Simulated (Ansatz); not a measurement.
H2FNSi, SMILES `N[Si]F` (lower singlet) (charge 0, multiplicity 1). This singlet lies 2.77 eV below the relaxed triplet at the level composite: frozen-core CCSD(T) with HF/cc-pVQZ and the correlation energy extrapolated as X^-3 from cc-pVTZ and cc-pVQZ, plus CCSDT(Q) minus CCSD(T) in cc-pVDZ // PBE0-D3(BJ)/def2-TZVP (Ansatz, an electronic-structure program).

Cartesian coordinates (Å):
SMILES: F[Si]N
```xyz
5

N     -0.5914    -0.0744     0.0040
Si     0.9457    -0.7041     0.3762
F      1.8473     0.5360    -0.1534
H     -0.7614     0.8256    -0.4226
H     -1.4403    -0.5831     0.1959
```
Charge 0, spin multiplicity 1.

Frozen-core energies in cc-pVTZ from Ansatz at a geometry from PBE0-D3(BJ)/def2-TZVP; the HF reference has <S^2> = 0.00 and the T1 diagnostic is 0.014.

| level | energy (Ha) | difference from CCSDT(Q) (mHa) |
|---|---|---|
| HF | -444.12909 | 606.00 |
| MP2 | -444.69613 | 38.95 |
| CCSD | -444.71293 | 22.16 |
| CCSD(T) | -444.73358 | 1.51 |
| CCSDT | -444.73404 | 1.04 |
| CCSDT(Q) | -444.73508 | 0.00 |
